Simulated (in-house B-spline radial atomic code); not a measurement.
Functionals against NIST's ionisation energies along a row: K to Kr

Ionisation energies as differences of self-consistent total energies from a B-spline radial code for spherical atoms: all electrons, radial basis limit, scalar-relativistic (one-electron X2C), spin-polarised at highest spin, spherical densities; exact exchange is averaged over the determinants of each configuration. No spin-orbit coupling, Breit or QED terms. NIST's values run from ground level to ground level, so in open shells the differences also hold multiplet and fine-structure energies that spherical high-spin averages miss. Columns give computed minus NIST, in eV; a star marks a semi-empirical value. Species are left out where the tabulated value is theory, is uncertain by more than 0.12 eV, or (13 ions, such as In⁴⁺, Te⁴⁺ and Bi⁴⁺) lies off its series for all methods alike, which flatters the means a little.

| species | shell | NIST (eV) | LDA VWN5 | LDA exchange-only | BP86 | BHandHLYP | B97-1 | OLYP |
| --- | --- | --- | --- | --- | --- | --- | --- | --- |
| K | 4s | 4.34 | +0.21 | -0.28 | +0.16 | +0.01 | -0.12 | -0.03 |
| Ca | 4s | 6.11 | +0.12 | -0.96 | +0.09 | -0.13 | +0.09 | -0.17 |
| Sc | 4s | 6.56 | +0.08 | -1.13 | +0.03 | -0.19 | +0.12 | -0.22 |
| Ti | 4s | 6.83 | +0.10 | -1.21 | +0.04 | -0.16 | +0.19 | -0.20 |
| Cr | 4s | 6.77 | +0.83 | +0.39 | +0.77 | -0.16 | +0.03 | +0.15 |
| Mn | 4s | 7.43 | +0.13 | -1.37 | +0.02 | -0.08 | +0.31 | -0.11 |
| Fe | 4s | 7.90 | +0.25 | -1.12 | +0.13 | -0.18 | +0.24 | -0.25 |
| Cu | 4s | 7.73 | +0.90 | +0.07 | +0.81 | -0.04 | +0.10 | +0.26 |
| Zn | 4s | 9.39 | +0.51 | -0.73 | +0.37 | -0.25 | +0.11 | -0.17 |
| Ga | 4p | 6.00 | +0.03 | -0.81 | +0.01 | -0.15 | -0.26 | -0.38 |
| Ge | 4p | 7.90 | +0.14 | -0.68 | +0.14 | -0.13 | -0.13 | -0.15 |
| As | 4p | 9.79 | +0.17 | -0.67 | +0.17 | -0.06 | -0.01 | -0.05 |
| Se | 4p | 9.75 | +0.14 | -1.51 | -0.02 | -0.13 | -0.13 | -0.52 |
| Br | 4p | 11.81 | +0.29 | -1.17 | +0.19 | -0.07 | -0.03 | -0.14 |
| Kr | 4p | 14.00 | +0.25 | -1.14 | +0.18 | +0.02 | +0.05 | 0.00 |

(1) How do the methods rank, and which species is hardest?

Results:

(1) Mean absolute (signed) differences: BHandHLYP 0.12 (-0.11) eV; B97-1 0.13 (+0.04) eV; OLYP 0.19 (-0.13) eV; BP86 0.21 (+0.21) eV; LDA VWN5 0.28 (+0.28) eV; LDA exchange-only 0.88 (-0.82) eV. For Fe, which loses a 4s electron, the nearest method is off by +0.13 eV, the largest such miss. The first two are tied within the accuracy of the references.
